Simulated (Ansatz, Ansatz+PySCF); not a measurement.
```xyz
8

H     0.0000    0.0000    0.0000
H     0.0000    0.0000    1.0000
H     0.0000    0.0000    2.0000
H     0.0000    0.0000    3.0000
H     0.0000    0.0000    4.0000
H     0.0000    0.0000    5.0000
H     0.0000    0.0000    6.0000
H     0.0000    0.0000    7.0000
```

Basis set: 6-31G* (spherical functions). All electrons are correlated. Charge 0, multiplicity 1.

Computed with Ansatz (development build ahead of 0.2.0); each method stands on the lowest determinant of its kind that the runs found. Restricted open shells among the atoms or ions are ROHF, correlated in semicanonical orbitals with singles.

The atomization energy at this shape (free ground-state atoms in the same class of orbitals less the molecule, no zero-point energy) of singlet H8:

```json
{"method": "RHF-CCSD(T)", "atomization energy": "1163.4 kJ/mol"}
{"method": "UHF-CCSD(T)", "atomization energy": "1160.7 kJ/mol"}
{"method": "RHF-MP2", "atomization energy": "1055.1 kJ/mol"}
{"method": "UHF-MP2", "atomization energy": "1023.9 kJ/mol"}
{"method": "UHF", "atomization energy": "820.7 kJ/mol"}
```

Question: What does RHF give?

Answer: 811.9 kJ/mol. Caution for RHF-CCSD(T), UHF-CCSD(T), RHF-MP2, UHF-MP2: bonds are stretched, where a single reference can fail. Caution for UHF-CCSD(T), UHF-MP2, UHF: the determinant breaks the point group; the unrestricted determinant is spin contaminated. Caution for UHF-MP2: another reference gives a lower total.
